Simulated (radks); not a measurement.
The numbers below are computed, except where a source is named.
Question: All-electron atom: Tm2+ in [Xe] 4f12.5 6s0.5 (fractional occupations, a model configuration). Level of theory: Dirac Kohn-Sham, PBE, spin-unpolarised, spherical densities, point nucleus; open shells are shared between the two j in proportion to 2j + 1 (a radial shooting solver on a logarithmic mesh with Libxc functionals).

Spin-orbit splittings of the eigenvalues, e(l+1/2) - e(l-1/2), with zeta = 2 splitting/(2l+1) and mean radii in bohr:

shell  occ.  splitting (eV)  zeta (eV)  <r> j=l-1/2  <r> j=l+1/2
2p        6               ?          ?      0.07008      0.07747
3p        6           207.0      138.0       0.2103       0.2241
3d       10           45.23      18.09       0.1973       0.2016
4p        6           46.76      31.17       0.5060       0.5378
4d       10           8.514      3.406       0.5645       0.5758
4f     12.5           1.235     0.3529       0.7654       0.7817
5p        6           5.961      3.974        1.369        1.475
5d        0          0.4182     0.1673        2.288        2.348
6p        0          0.7045     0.4697        3.845        4.060

Estimate the 2p splitting.

Answer: 980.2 eV (zeta = 653.5 eV).
